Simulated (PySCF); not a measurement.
**Electron correlation in Ir (iridium, neutral)**

[Xe] 4f14 5d7 6s1 6p1, one real determinant (an excited configuration). All numbers are calculated (PySCF 2.14, a scalar-relativistic core potential, in def2-TZVPPD with the def2 core potential (60 electrons) (6s5p3d2f1g, 59 functions)). Frozen: nothing; 17 electrons correlated.

```json
{"level": "CCSD", "correlation energy (mhartree)": "-410.44"}
{"level": "(T)", "correlation energy (mhartree)": "-12.10"}
{"level": "CCSD(T)", "correlation energy (mhartree)": "-422.54"}
```

Diagnostics: T1 = 0.013, D1 = 0.0525, largest double amplitude 0.045.

The real determinant used has ⟨L²⟩ near 14 against 20 for a pure G term, so it mixes terms. Spin-orbit coupling, absent here, splits the open shell strongly.

Cost of the coupled-cluster step: roughly 40 core-seconds, for 17 correlated electrons.

Iterations:

```
CC2 = 0
CCSD nocc = (np.int64(11), np.int64(6)), nmo = (59, 59)
frozen orbitals [[], []]
max_cycle = 100
direct = 0
conv_tol = 1e-08
conv_tol_normt = 1e-06
diis_space = 8
diis_start_cycle = 0
Init t2, MP2 energy = -0.414000622076237
Init E_corr(UCCSD) = -0.414000622090494
cycle = 1  E_corr(UCCSD) = -0.401746547875259  dE = 0.0122540742  norm(t1,t2) = 0.059207
cycle = 2  E_corr(UCCSD) = -0.409338555208534  dE = -0.00759200733  norm(t1,t2) = 0.018126
cycle = 3  E_corr(UCCSD) = -0.409550245305861  dE = -0.000211690097  norm(t1,t2) = 0.010885
cycle = 4  E_corr(UCCSD) = -0.410400814627883  dE = -0.000850569322  norm(t1,t2) = 0.00658413
cycle = 5  E_corr(UCCSD) = -0.410367600397049  dE = 3.32142308e-05  norm(t1,t2) = 0.00416758
cycle = 6  E_corr(UCCSD) = -0.410332266079071  dE = 3.5334318e-05  norm(t1,t2) = 0.00228279
cycle = 7  E_corr(UCCSD) = -0.410475315884063  dE = -0.000143049805  norm(t1,t2) = 0.00173281
cycle = 8  E_corr(UCCSD) = -0.410424393760779  dE = 5.09221233e-05  norm(t1,t2) = 0.00103172
cycle = 9  E_corr(UCCSD) = -0.410421116134197  dE = 3.27762658e-06  norm(t1,t2) = 0.00058611
cycle = 10  E_corr(UCCSD) = -0.410432805104418  dE = -1.16889702e-05  norm(t1,t2) = 0.00047661
cycle = 11  E_corr(UCCSD) = -0.410433311219106  dE = -5.06114687e-07  norm(t1,t2) = 0.000402988
cycle = 12  E_corr(UCCSD) = -0.410437162565627  dE = -3.85134652e-06  norm(t1,t2) = 0.000296415
cycle = 13  E_corr(UCCSD) = -0.41043247132093  dE = 4.6912447e-06  norm(t1,t2) = 0.000148836
cycle = 14  E_corr(UCCSD) = -0.410436039653754  dE = -3.56833282e-06  norm(t1,t2) = 0.00010376
cycle = 15  E_corr(UCCSD) = -0.410436229085091  dE = -1.89431337e-07  norm(t1,t2) = 6.7176e-05
cycle = 16  E_corr(UCCSD) = -0.410435425293778  dE = 8.03791313e-07  norm(t1,t2) = 3.25429e-05
cycle = 17  E_corr(UCCSD) = -0.410436134788134  dE = -7.09494356e-07  norm(t1,t2) = 1.63251e-05
cycle = 18  E_corr(UCCSD) = -0.410436022125749  dE = 1.12662386e-07  norm(t1,t2) = 8.91133e-06
cycle = 19  E_corr(UCCSD) = -0.410436277063225  dE = -2.54937476e-07  norm(t1,t2) = 3.48282e-06
cycle = 20  E_corr(UCCSD) = -0.410436310686231  dE = -3.36230058e-08  norm(t1,t2) = 1.65377e-06
cycle = 21  E_corr(UCCSD) = -0.410436282325124  dE = 2.83611063e-08  norm(t1,t2) = 9.5402e-07
cycle = 22  E_corr(UCCSD) = -0.410436288835128  dE = -6.51000376e-09  norm(t1,t2) = 5.24537e-07
UCCSD converged
E(UCCSD) = -103.7693236589018  E_corr = -0.4104362888351281
UCCSD(T) correction = -0.0120979334163473
```

The reference is one real determinant that mixes LS terms of this configuration.

The basis has no tight functions for the innermost shells, so their pair energies are far from complete.

This basis was not built for core-valence correlation, so the inner-shell part is incomplete.
